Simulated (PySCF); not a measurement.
# Excitation energy of Tc²⁺ by level of theory

Tc²⁺ [Kr] 4d5 (6S) → Tc²⁺ [Kr] 4d4 5p1 (high-spin determinant), as a difference of total energies. Computed with PySCF 2.14 in aug-cc-pVTZ-PP with ECP28MDF (6s6p5d3f2g, 88 functions), with scalar relativity through the core potential. Correlated levels: valence: 4s2 4p6 frozen. The calculations carry no spin-orbit coupling.

```csv
method,excitation energy (eV)
UHF,11.191
MP2 (valence),11.482
SCS-MP2 (valence),11.288
CCSD (valence),11.459
CCSD(T) (valence),11.458
```

How much does correlation contribute at CCSD(T) (valence)?

11.458 − (11.191) = 0.267 eV, measured against UHF.

The determinant of the upper state mixes LS terms, which raises its energy above the lowest term, most at the Hartree-Fock and MP2 levels.
